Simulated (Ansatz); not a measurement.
`C#C[O][SnH2][NH2]` and `C#CO[SiH2]Br` differ in one atom or group.

Ansatz, PBE0-D4/def2-TZVP geometries, multiplicity 1. Each molecule was computed in one conformer, which needn't be the lowest.

Elements past krypton have def2 core potentials. Scalar relativity is left out up to krypton. Spin–orbit coupling is left out; it splits and shifts lone-pair levels of the heavy atoms by tenths of an eV.

```csv
property,`C#C[O][SnH2][NH2]`
size of the dipole moment (B3LYP/def2-TZVPP) / D,2.79
HOMO energy (PBE0/def2-TZVPP) / eV,-6.58
HOMO–LUMO gap (PBE/def2-TZVPP) / eV,3.77
size of the dipole moment (ωB97M-V/def2-TZVPP) / D,2.81
HOMO–LUMO gap (PBE0/def2-TZVPP) / eV,5.96
size of the dipole moment (PBE/def2-TZVPP) / D,2.82
```

Q: Give the same properties after the change, and the shifts. (Estimate.)

A: Ansatz gave: 
| property | `C#CO[SiH2]Br` | shift |
| --- | --- | --- |
| size of the dipole moment (B3LYP/def2-TZVPP) / D | 1.36 | -1.43 |
| HOMO energy (PBE0/def2-TZVPP) / eV | -7.54 | -0.96 |
| HOMO–LUMO gap (PBE/def2-TZVPP) / eV | 5.00 | 1.23 |
| size of the dipole moment (ωB97M-V/def2-TZVPP) / D | 1.37 | -1.44 |
| HOMO–LUMO gap (PBE0/def2-TZVPP) / eV | 7.18 | 1.22 |
| size of the dipole moment (PBE/def2-TZVPP) / D | 1.28 | -1.54 |

With PBE0 the HOMO falls by 0.96 eV and the LUMO rises by 0.26 eV, so the gap widens by about 1.22 eV. PBE moves the HOMO by -0.93 eV and ωB97M-V by -0.98 eV. Dipoles are sizes alone; their direction can turn.

B3LYP here is the variant with VWN-RPA as its local correlation; programs differ in this.
